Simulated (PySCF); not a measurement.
[Ta(F)(NH2)4], neutral singlet in the gas phase. 

Cartesian coordinates (Å):
```xyz
14

Ta     0.0019     0.2737    -0.1176
F      0.6327    -0.0132    -1.9356
N     -0.6993    -0.1408     1.7308
H     -0.9227    -1.0607     2.1271
H     -0.8926     0.5757     2.4387
N      1.7132    -0.6949     0.3320
H      2.3166    -1.0902    -0.3975
H      1.9638    -1.0660     1.2521
N      0.0891     2.2479     0.0999
H     -0.6419     2.9013    -0.2009
H      0.9321     2.7688     0.3643
N     -1.7246    -0.4083    -0.9068
H     -1.7783    -0.7483    -1.8732
H     -2.5528    -0.6893    -0.3756
```
Charge 0, multiplicity 1.

All levels are single points at this geometry (PBE-D3(BJ)/def2-SVP); Pople sets use spherical d functions. Orbital energies aren't observables, and empty levels follow the basis.

B3LYP/6-311+G** (LANL2DZ on Ta) in PySCF gives dipole (D) = 3.21.

Estimate the dipole (D) from each of these levels: B3LYP-D3(BJ)/def2-TZVP in PySCF; PBE-D3(BJ)/def2-TZVP in PySCF; TPSSh-D3(BJ)/def2-TZVP in PySCF; B3LYP/6-31G* (LANL2DZ on Ta) in PySCF; B3LYP/LANL2DZ in PySCF; BP86/6-31G* (LANL2DZ on Ta) in PySCF; PBE/6-31G* (LANL2DZ on Ta) in PySCF; HF/6-31G* (LANL2DZ on Ta) in PySCF.


| level | dipole (D) |
|---|---|
| B3LYP-D3(BJ)/def2-TZVP in PySCF | 2.93 |
| PBE-D3(BJ)/def2-TZVP in PySCF | 2.85 |
| TPSSh-D3(BJ)/def2-TZVP in PySCF | 2.88 |
| B3LYP/6-31G* (LANL2DZ on Ta) in PySCF | 2.97 |
| B3LYP/LANL2DZ in PySCF | 3.43 |
| BP86/6-31G* (LANL2DZ on Ta) in PySCF | 2.89 |
| PBE/6-31G* (LANL2DZ on Ta) in PySCF | 2.88 |
| HF/6-31G* (LANL2DZ on Ta) in PySCF | 3.03 |
